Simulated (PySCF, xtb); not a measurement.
C₂HF₃Si, SMILES F[Si](C#C)(F)F.

Harmonic wavenumbers (cm⁻¹) from GFN2-xTB in xtb at its own minimum, in rising order: 119, 119, 209, 210, 267, 315, 315, 654, 690, 690, 891, 939, 939, 2226, 3367.

**Question.** What does B3LYP-D3(BJ)/def2-SVP in PySCF 2.14.0 give at its own minimum? (Estimate from the structure and the level; the computed values follow.)

**Answer.** 135, 135, 277, 277, 351, 396, 396, 644, 766, 766, 885, 997, 997, 2175, 3453. Paired by order, the mean absolute difference is 56 cm⁻¹ and the zero-point energies are 17.1 and 18.1 kcal/mol.
